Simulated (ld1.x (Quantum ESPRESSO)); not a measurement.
## Transferability test, TM semilocal potential for cobalt

| Property | Result |
| --- | --- |
| Element | Co (Z = 27) |
| Generator | ld1.x (Quantum ESPRESSO) 7.5 |
| Type | norm-conserving Troullier–Martins (semilocal form) |
| Functional | PBE |
| Relativity | scalar-relativistic |
| Frozen core | [Ar] |
| Valence charge | 9 |
| Reference configuration | 3d7 4s2 4p0 |
| Partial waves | 4p (bound, empty): rc 3.60 bohr; 3d (bound): rc 1.55 bohr; 4s (bound): rc 1.60 bohr |
| Local potential | the s channel |
| Core correction | a·sin(br)/r model core inside 1.45 bohr |

Energies are relative to the spin-unpolarised reference configuration 3d7 4s2 4p0; without spin polarisation the order of configurations can differ from experiment. Not all tests gave a result: 1 of 7 tests not solved or not reliable. Left out of the table: 3d8 4s1 4p0 (pseudo-atom not self-consistent, printed error -518 eV).

(1) Give the all-electron excitation energy and the error of the potential for: 3d7 4s1 4p0; 3d7 4s0 4p0; 3d6 4s0 4p0; 3d6 4s2 4p1; 3d7.5 4s1.5 4p0; 3d5 4s0 4p0.

Levels in the configuration 3d7 4s0 4p0:

| level | all-electron (eV) | pseudo (eV) |
| --- | --- | --- |
| 3d | -27.064 | -27.029 |

Results:

(1)

```tsv
valence configuration	charge	ΔE all-electron (eV)	error AE − PS (meV)
3d7 4s1 4p0	+1	9.030	-2.1
3d7 4s0 4p0	+2	25.816	-17
3d6 4s0 4p0	+3	61.686	-228
3d6 4s2 4p1	0	9.660	-133
3d7.5 4s1.5 4p0	0	-0.961	-29
3d5 4s0 4p0	+4	117.038	-1084
```
